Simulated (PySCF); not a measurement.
As¹⁹⁺: ionisation energy

As¹⁹⁺ [Ne] 3s2 3p2 (3P) → As²⁰⁺ [Ne] 3s2 3p1 (2P), as a difference of total energies. Calculation: PySCF 2.14, in an uncontracted even-tempered set (18 s from 1.7 bohr⁻², ratio 2.5; 12 p from 2.2 bohr⁻², ratio 2.5; 5 d from 10 bohr⁻², ratio 2.7; 4 f from 16 bohr⁻², ratio 2.7); scalar relativity by spin-free X2C-1e. Correlated levels: outer shells: 1s2 frozen; virtual orbitals above 40 to 60 times the deepest correlated orbital energy dropped. The calculations carry no spin-orbit coupling.

```tsv
method	ionisation energy (eV)
UHF	769.58
MP2 (outer shells)	770.18
SCS-MP2 (outer shells)	770.00
CCSD (outer shells)	770.11
CCSD(T) (outer shells)	770.11
```

Problem. How much does correlation contribute at CCSD(T) (outer shells)?

Solution. 770.11 − (769.58) = 0.53 eV, measured against UHF.

Spin-orbit coupling is strong in these open shells (close to jj coupling). The scalar numbers leave it out and a first-order estimate fails, so it can dominate the gap to the real levels.

Breit and QED terms and the two-electron picture change are absent.

For comparison: 774 ± 1.8 eV (semi-empirical (NIST evaluation); NIST Atomic Spectra Database, ionization energies).
